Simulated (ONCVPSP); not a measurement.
## Configuration tests for N (ONCV)

- Element: nitrogen
- Generator: ONCVPSP 4.0.1
- Type: optimised norm-conserving Vanderbilt (ONCV)
- Functional: PBE
- Relativity: scalar-relativistic
- Frozen core: [He]
- Valence charge: 5
- Reference configuration: 2s2 2p2 (charge +1)
- Partial waves: 2s: rc 0.80 bohr, ncon 3, nbas 7, qcut 6.5 1/bohr, 2 projectors, debl 3 Ha; 2p: rc 2.50 bohr, ncon 4, nbas 8, qcut 6.9 1/bohr, 2 projectors, debl 2.7 Ha
- Local potential: polynomial inside 0.50 bohr (lpopt 4, dvloc0 6 Ha)
- Core correction: none

Energies are relative to the spin-unpolarised reference configuration 2s2 2p2; without spin polarisation the order of configurations can differ from experiment.

```csv
valence configuration,charge,ΔE all-electron (eV),error AE − PS (meV)
2s2 2p3,0,-13.591,+124
2s2 2p1,+2,28.854,+346
```

Problem. What are ΔE and the potential's error for 2s1 2p0?

Solution. ΔE = 153.754 eV all-electron; the error (AE − PS) is +3456 meV.

Problem. What are ΔE and the potential's error for 2s2 2p0?

Solution. ΔE = 75.935 eV all-electron; the error (AE − PS) is +1989 meV.
